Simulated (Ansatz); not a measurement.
Reaction (formal exchange of groups at a B–Si bond): `B[SiH]1BS1` + `[CH3][GaH2]` → `B[CH2][GaH2]` + `B1[SiH2]S1`

Computed with Ansatz on PBE0-D4/def2-TZVP structures; ΔE is electronic, products minus reactants. CCSD(T)/CBS is the MP2 limit (def2-TZVPP, def2-QZVPP) plus CCSD(T) − MP2 in def2-TZVPP, frozen cores. Functionals use def2-TZVPP. B3LYP here is the variant with VWN-RPA as its local correlation; programs differ in this. HSE06 is defined as in plane-wave codes. For Ga outer-core shells are correlated without core-valence functions, which leaves a few kJ/mol of doubt a bond. Scalar relativity is left out up to krypton.

```csv
level,ΔE (kJ/mol),difference from CCSD(T)/CBS
PBE-D4,-31.7,10.1
B3LYP-D4,-38.4,3.4
r2SCANh-D4,-38.0,3.8
HSE06-D4,-36.8,5.0
BHLYP-D4,-43.3,-1.5
CAM-B3LYP-D4,-43.0,-1.2
revPBE,-29.3,12.5
r2SCAN,-36.4,5.4
PBE0,-37.0,4.8
r2SCANh,-38.1,3.7
HF/def2-SVP,-42.4,-0.6
MP2/def2-SVP,-47.5,-5.7
HF/def2-TZVPP,-44.9,-3.1
SCS-MP2/def2-TZVPP,-47.1,-5.3
HF/def2-QZVPP,-45.0,-3.2
HF/CBS(def2),-45.0,-3.2
CCSD(T)/CBS,-41.8,0
```

Largest T1 diagnostic among the species: 0.020.

Leaving LDA and LC-ωPBE aside and taking each functional with its dispersion term where it has one, the values, not all of them listed here, spread over 13.9 kJ/mol, from ωB97M-V to revPBE-D4. LDA lies −5.9 kJ/mol from PBE without D4. From PBE to PBE0 (25 % exact exchange), in def2-TZVPP and without D4, ΔE moves by −5.4 kJ/mol.
